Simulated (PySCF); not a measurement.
C₄H₇FSi, SMILES C1C=C[C@@]1([SiH3])F. Geometry: PBE-D3(BJ)/def2-SVP. The structure was generated by enumeration; whether it is a known compound was not checked.

Computed equilibrium geometry at PBE-D3(BJ)/def2-SVP (PySCF confirms it by a frequency run) as a Z-matrix:
```
C
F 1 1.4043
C 1 1.5125 2 116.27
C 3 1.3553 1 93.24 2 -121.89
H 3 1.1006 4 134.66 1 175.50
H 4 1.1017 3 133.33 5 5.32
C 4 1.5154 6 131.78 3 -174.82
H 7 1.1089 4 114.90 6 -79.46
H 7 1.1125 8 109.02 1 130.92
Si 1 1.9221 2 106.91 3 131.50
H 10 1.5030 1 109.41 2 -64.72
H 10 1.5032 11 109.32 1 -119.70
H 10 1.5047 11 109.65 12 -120.19
```
